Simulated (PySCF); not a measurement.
# Excitation energy of Si by level of theory

Si [Ne] 3s2 3p2 (3P) → Si [Ne] 3s1 3p3 (5S), as a difference of total energies. All numbers are calculated (PySCF 2.14, no relativity, point nucleus, in dyall-av3z (19s12p3d2f, 84 functions)). Correlated levels: valence: [Ne] frozen; virtual orbitals above 40 to 60 times the deepest correlated orbital energy dropped. The calculations carry no spin-orbit coupling.

| method | excitation energy (eV) |
| --- | --- |
| UHF | 2.601 |
| MP2 (valence) | 3.567 |
| SCS-MP2 (valence) | 4.039 |
| CCSD (valence) | 3.827 |
| CCSD(T) (valence) | 3.882 |

Question: How much does correlation contribute at CCSD(T) (valence)?

Answer: 3.882 − (2.601) = 1.281 eV, measured against UHF.

A first-order spin-orbit estimate (lowest level to lowest level, LS coupling) adds 0.016 eV.
